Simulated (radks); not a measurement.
All-electron atom: neutral rhodium in [Kr] 4d8 5d1 (not the ground configuration). All-electron calculation, scalar-relativistic Kohn-Sham, PBE, spin-polarised, spherical densities, finite nucleus; open shells are filled with parallel spins first (spin-orbit coupling, left out, can overturn this in heavy ions); Fermi nuclear charge, rms radius 4.4945 fm. Program: a radial shooting solver on a logarithmic mesh with Libxc functionals. Some entries of the table are withheld. Estimate them.

orbital  occ.  eigenvalue (hartree)  <r> (bohr)  <1/r> (bohr^-1)
1s down     1             -846.7952     0.03263            47.05
1s up       1             -846.7951     0.03263            47.05
2s up       1             -122.9093      0.1419            10.65
2s down     1             -122.8985      0.1419            10.65
2p up       3             -110.1694      0.1237            10.32
2p down     3             -110.1613      0.1237            10.32
3s up       1             -22.09995      0.3907            3.710
3s down     1             -22.09460      0.3907            3.710
3p up       3             -17.91178      0.3905            3.534
3p down     3             -17.90564      0.3905            3.534
3d up       5             -11.21563      0.3704            3.307
3d down     5             -11.20591      0.3704            3.307
4s up       1              -3.22264      0.9818            1.398
4s down     1              -3.17515      0.9802            1.401
4p up       3              -2.04660       1.083              (1)
4p down     3              -1.99648       1.082              (2)
4d up       5              -0.40871       1.537           0.8812
4d down     3              -0.35989       1.561           0.8733
5d up       1              -0.02948       10.06           0.1168

Answer. 
(1) 4p up <1/r> (bohr^-1): 1.248
(2) 4p down <1/r> (bohr^-1): 1.251
